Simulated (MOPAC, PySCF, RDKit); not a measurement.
Pair of molecules: C2H4Si (SMILES C#C[SiH3]) (first 7 atoms) with H2O (SMILES O); geometry from B3LYP-D3(BJ)/def2-TZVP, rigid monomers moved along the line of their centres of mass till C2···H10 is 2.75 Å.
(charge 0, multiplicity 1):
```xyz
10

C     -1.515     1.378     0.751
C     -0.563     0.708     0.436
Si     0.880    -0.314    -0.055
H     -2.357     1.973     1.018
H      0.536    -1.742     0.064
H      1.203     0.011    -1.462
H      2.029     0.028     0.805
O     -0.060    -0.906     3.489
H      0.525    -0.259     3.897
H     -0.673    -0.383     2.956
```

Counterpoise-corrected where a basis set is named; no monomer relaxation. Rows marked so take none.

Rows in 6-31G* carry no dispersion term and start afresh at each structure (6-31G* with six Cartesian d functions). The state reached by AM1 isn't checked.

Codes used: MOPAC for AM1 (differences of heats of formation); PySCF for 6-31G* rows; RDKit for the force fields. 

Task: One of these levels gives 0.15 kcal/mol for the interaction energy. Name it.
A. AM1
B. MMFF94
C. BP86/6-31G* (no counterpoise)
D. HF/6-31G* (no counterpoise)

Result: A, AM1. The others give -1.27 (MMFF94), -3.09 (HF/6-31G* (no counterpoise)), -3.99 (BP86/6-31G* (no counterpoise))
